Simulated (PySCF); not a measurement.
InF₂, SMILES [In+]([F])[F], charge +1.

The structure is a stationary point at PBE0-D3(BJ)/def2-TZVP. The multiplicity is an assumed one; other spin states were not compared. The isomer is the one that the SMILES or the coordinates give; other isomers of the formula were not compared. The def2 effective core potentials stand for the cores of In; spin–orbit coupling is left out.

All values below come from PySCF with PBE/def2-TZVPD.

Isolated molecule, no solvent.

| Item | Result |
|---|---|
| total energy | -389.44231 hartree |
| point group | D∞h |
| highest occupied level | -16.10 eV |
| lowest empty level | -11.55 eV |
| orbital gap | 4.55 eV |
| dipole moment about the centre of nuclear charge | 0.00 D |
| mean static polarisability | 24.6 bohr³ (3.64 Å³) |
| polarisability, principal values | 18.5, 18.5, 36.7 bohr³ |
